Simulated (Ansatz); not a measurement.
C2H6OSi can be A, `O=CC[SiH3]`, or B, `C1C[SiH2]O1`.

Calculated with Ansatz (gas phase, PBE0-D4/def2-TZVP geometries, no zero-point term in ΔE). CCSD(T)/CBS adds triple-zeta CCSD(T) − MP2 to the extrapolated MP2 energy (def2 sets, frozen cores). DFT in def2-TZVPP. B3LYP here is the variant with VWN-RPA as its local correlation; programs differ in this. One conformer a species, not always the lowest.

A:

```xyz
10

O    -0.918   -0.483   -1.767
C    -1.341   -0.003   -0.749
C    -0.498    0.279    0.455
Si    1.312   -0.198    0.206
H    -2.418    0.258   -0.663
H    -0.595    1.343    0.704
H    -0.932   -0.249    1.313
H     1.909    0.578   -0.907
H     2.043    0.128    1.461
H     1.438   -1.653   -0.053
```

B:

```xyz
10

C     0.663   -0.880    0.257
C    -0.507   -0.423   -0.647
Si   -0.250    1.196    0.258
O     0.944    0.318    1.021
H     0.393   -1.692    0.938
H     1.554   -1.172   -0.304
H    -1.442   -0.950   -0.466
H    -0.282   -0.441   -1.712
H     0.254    2.365   -0.513
H    -1.326    1.678    1.167
```

Q: Which isomer does CCSD(T)/CBS put lower? Give the gap. (Best estimate.)

A: Computed: B, by 72.0 kJ/mol.

Q: Give E(B) − E(A) in kJ/mol with r2SCAN-D4, B3LYP-D4, PBE-D4, B2PLYP, CCSD(T)/def2-TZVPP, CCSD(T)/def2-SVP, PBE0-D4. (Estimate.)

A: Computed: r2SCAN-D4 -68.0, B3LYP-D4 -57.9, PBE-D4 -61.2, B2PLYP -62.7, CCSD(T)/def2-TZVPP -66.6, CCSD(T)/def2-SVP -28.3, PBE0-D4 -72.9. None reverses the order clearly.

Q: Does the order hold for the free energy at 298.15 K (harmonic terms from PBE0-D4)? (An estimate is asked.)

A: Ansatz gave: Yes: G(B) − G(A) = -52.1 kJ/mol, for one conformer each.

Largest T1 diagnostic: 0.014.

In def2-TZVPP, CCSD(T) changes the Hartree–Fock value by −11.6 kJ/mol (the triples alone add +1.8 kJ/mol) and MP2 by −21.1 kJ/mol. From BLYP to BHLYP (50 % exact exchange), in def2-TZVPP and without D4, E(B) − E(A) moves by −22.9 kJ/mol.
